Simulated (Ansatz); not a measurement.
`[OH][W]([OH])([F])([F])=[S]`, 8 atoms. Total charge 0; spin multiplicity 1. Correlated methods include outer-core shells of W, which these sets cover unevenly. W: def2 effective core potential. All runs use 4 threads of an Arm Neoverse V2 on a shared host. Correlated methods freeze the cores.

Give the basis size and wall time and peak host memory of each of these runs in Ansatz. RHF-MP2/def2-QZVPP energy; RHF-CCSD(T)/def2-SVP energy; RKS B3LYP-D4/def2-TZVPP energy and forces; RKS ωB97M-V/def2-QZVPP energy; RKS ωB97M-V/def2-TZVPP energy and forces; RKS CAM-B3LYP-D4/def2-TZVPP energy; RKS PBE0-D4/def2-TZVP frequencies; RKS PBE0-D4/def2-TZVP relaxation (9 steps); RHF-CCSD(T)/def2-TZVPP energy; RKS ωB97M-V/def2-SVP energy; RKS BLYP-D4/def2-TZVPP energy; RKS PBE0-D4/def2-QZVPP energy. (An estimate is asked.)

Computed: Other jobs shared the machine, so times are rough.

```
                      level                   job  functions  wall time  peak host memory (GiB)
     RKS BLYP-D4/def2-TZVPP                energy        250      2.9 s                    0.35
RKS CAM-B3LYP-D4/def2-TZVPP                energy        250      4.1 s                    0.78
    RKS B3LYP-D4/def2-TZVPP     energy and forces        250        6 s                    0.76
       RKS ωB97M-V/def2-SVP                energy        116        8 s                    0.51
     RKS PBE0-D4/def2-QZVPP                energy        439        9 s                     1.7
     RKS ωB97M-V/def2-TZVPP     energy and forces        250       13 s                    0.98
       RHF-CCSD(T)/def2-SVP                energy        116       17 s                    0.76
     RKS ωB97M-V/def2-QZVPP                energy        439       20 s                       2
         RHF-MP2/def2-QZVPP                energy        439       21 s                     2.4
      RKS PBE0-D4/def2-TZVP  relaxation (9 steps)        213       39 s                    0.62
      RKS PBE0-D4/def2-TZVP           frequencies        213    2.4 min                    0.62
     RHF-CCSD(T)/def2-TZVPP                energy        250    7.3 min                     6.6
```

B3LYP here is the variant with VWN-RPA as its local correlation; programs differ in this.
